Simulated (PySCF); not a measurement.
Species: [CrI4]2- (charge -2 and quintet state).
SMILES: `[I][Cr-2]([I])([I])[I]`

Computed, not measured: PBE0-D3(BJ)/def2-SVP geometry optimisation, gas phase, def2 core potentials past Kr (PySCF).

Masses are those of the commonest isotopes; rigid-rotor values at the optimised geometry. 

(1) Give the principal moments of inertia and the rotational constants in GHz.

(2) What kind of rotor is it?

(3) What does the inertial defect say?

## Answers

(1) Ia = 2239.55, Ib = 2249.59, Ic = 3355.87 u·Å²; 505379 MHz·u·Å²/I gives 225.7, 224.7 and 150.6 MHz, that is A = 0.2257, B = 0.2247, C = 0.1506 GHz.

(2) An oblate symmetric top, as the point group D2d requires two equal moments; the computed ones differ by 0.45 % because the geometry is symmetric only within the optimiser's tolerance; Ray's κ = 0.973.

(3) Not planar: Δ = Ic − Ia − Ib = -1133.27 u·Å². For a rigid frame Δ = −2 Σ m c², so Σ m c² = 566.64 u·Å² lies off the ab plane. The atom farthest from that plane is 1.06 Å away.

The point group D2d allows no dipole (computed: 0.03 D (about the centre of mass, as the species is charged)), so a rigid rotor has no electric-dipole lines.

Estimate the classical rotational partition function at 100 K, 200 K and 298.15 K.

Point group D2d, symmetry number σ = 4; q = (√π/σ)·√((kT/h)³/(ABC)), k/h = 20836.6 MHz/K: 482000 at 100 K, 1360000 at 200 K, 2480000 at 298.15 K.

For this open shell read J as N, the rotation without spin; fine and hyperfine splittings come on top. No frequency check. ⟨S²⟩ = 6.060 (exact for a quintet: 6.00). Whether so highly charged an anion holds all its electrons in the gas phase wasn't checked; a finite basis holds them in any case. The ion is multiply charged and computed without counter-ions or solvent. No vibrational averaging or centrifugal distortion is included, and the geometry carries the error of its method.
